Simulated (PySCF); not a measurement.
Species: Si(CF3)Cl3, CCl3F3Si.
SMILES: `FC(F)(F)[Si](Cl)(Cl)Cl`

Method used: TDDFT B3LYP/def2-SVPD, vertical, gas phase, core orbitals frozen in the response (PySCF 2.14.0, density-fitted response routines). Isolated species at its PBE0-D3(BJ)/def2-SVP geometry, gas phase.

Broadening: Gaussians 0.5 eV wide at half height, area fixed by f = 4.319×10⁻⁹ ∫ε dν̃. The width is an assumption, not a result. The curve ends short of the highest state used, and states not computed would add to its high-energy end.

| λ (nm) | ε (L mol⁻¹ cm⁻¹) |
| --- | --- |
| 160.9 | 4651 |
| 161.4 | 4724 |
| 161.9 | 4765 |
| 162.4 | 4772 |
| 163.0 | 4727 |
| 163.5 | 4646 |
| 164.0 | 4525 |
| 164.5 | 4367 |
| 165.1 | 4133 |
| 165.6 | 3907 |
| 166.1 | 3659 |
| 166.6 | 3395 |
| 167.2 | 3066 |
| 167.7 | 2787 |
| 168.2 | 2511 |
| 168.7 | 2242 |
| 169.3 | 1935 |
| 169.8 | 1694 |
| 170.3 | 1471 |
| 170.8 | 1266 |
| 171.4 | 1047 |
| 171.9 | 885 |
| 172.4 | 742 |
| 172.9 | 617 |
| 173.5 | 490 |
| 174.0 | 400 |
| 174.5 | 325 |
| 175.0 | 262 |
| 175.6 | 200 |
| 176.1 | 158 |
| 176.6 | 125 |
| 177.1 | 97 |
| 177.7 | 72 |
| 178.2 | 55 |
| 178.7 | 42 |
| 179.2 | 32 |
| 179.8 | 23 |
| 180.3 | 17 |
| 180.8 | 13 |
| 181.3 | 9 |
| 181.9 | 7 |
| 182.4 | 5 |
| 182.9 | 3 |
| 183.4 | 3 |
| 184.0 | 2 |
| 184.5 | 1 |
| 185.0 | 1 |
| 185.5 | 1 |
| 186.1 | 0 |
| 186.6 | 0 |
| 187.1 | 0 |
| 187.6 | 0 |
| 188.2 | 0 |
| 188.7 | 0 |
| 189.2 | 0 |
| 189.7 | 0 |

**Question.** Locate the maxima and give the states behind the curve.

**Answer.** 162 nm (7.64 eV), ε about 4800, made up of S2 (53%), S3 (21%) and S4 (21%) (ε in L mol⁻¹ cm⁻¹; maxima over ε = 5, shares over 10%). The states used: S1 7.28 eV (f 0.0000); S2 7.56 eV (f 0.051); S3 7.69 eV (f 0.020); S4 7.70 eV (f 0.020); S5 8.06 eV (f 0.012); S6 8.06 eV (f 0.0073); S7 8.23 eV (f 0.0076); S8 8.23 eV (f 0.0061); S9 8.31 eV (f 0.108).

**Question.** Coming from long wavelengths, where does ε first pass 100 L mol⁻¹ cm⁻¹?

**Answer.** At about 177 nm (7.00 eV), 0.28 eV below S1.

**Question.** Does any computed singlet lie in the visible range?

**Answer.** No computed singlet lies in the visible range (380 to 750 nm); the lowest, at 170 nm, stands 4.02 eV above its violet end (3.26 eV).

**Question.** What would ε be at 7.64 eV, the highest of these maxima, with half the width (0.25 eV)?

**Answer.** About 7690 L mol⁻¹ cm⁻¹ against 4770, a factor of about 1.6; a lone state at its own centre would give exactly 2.
